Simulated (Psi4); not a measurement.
Intermolecular potential of HBr ··· H4O4Si (SMILES Br and O[Si](O)(O)O), singlet. Monomers: optimised at B3LYP-D3(BJ) (def2-TZVP), held rigid. Orientation: lowest of the rigid-body minima from ten starts at GFN2-xTB. The monomers approach along the line of their centres of mass (distance R); nothing else relaxes.

Levels: PBE/def2-TZVP, counterpoise-corrected (Psi4); PBE-D3(BJ)/def2-TZVP, counterpoise-corrected (Psi4); SAPT0/jun-cc-pVDZ, frozen core (Psi4).

Interaction energies in kcal/mol; the last columns give the difference from SAPT0:

| R / Å | PBE/def2-TZVP | PBE-D3(BJ)/def2-TZVP | SAPT0/jun-cc-pVDZ | PBE/def2-TZVP − SAPT0/jun-cc-pVDZ | PBE-D3(BJ)/def2-TZVP − SAPT0/jun-cc-pVDZ |
|---|---|---|---|---|---|
| 3.66 | 4.77 | 2.74 | 4.15 | 0.62 | -1.41 |
| 3.92 | -2.84 | -4.63 | -2.60 | -0.24 | -2.03 |
| 4.08 | -4.34 | -5.98 | -4.20 | -0.14 | -1.78 |
| 4.30 | -4.71 | -6.13 | -4.80 | 0.08 | -1.33 |
| 4.47 | -4.39 | -5.64 | -4.58 | 0.20 | -1.05 |
| 4.75 | -3.49 | -4.48 | -3.73 | 0.24 | -0.75 |
| 5.10 | -2.40 | -3.12 | -2.60 | 0.20 | -0.51 |
| 5.55 | -1.41 | -1.86 | -1.57 | 0.16 | -0.29 |
| 6.32 | -0.56 | -0.76 | -0.69 | 0.13 | -0.07 |
| 7.29 | -0.19 | -0.27 | -0.27 | 0.08 | 0.00 |
| 8.56 | -0.07 | -0.09 | -0.10 | 0.03 | 0.01 |

PBE/def2-TZVP is furthest from SAPT0/jun-cc-pVDZ at 3.66 (0.62 kcal/mol, above); its mean absolute difference over the points is 0.19 kcal/mol.

PBE-D3(BJ)/def2-TZVP is furthest from SAPT0/jun-cc-pVDZ at 3.92 (-2.03 kcal/mol, below); its mean absolute difference over the points is 0.84 kcal/mol.
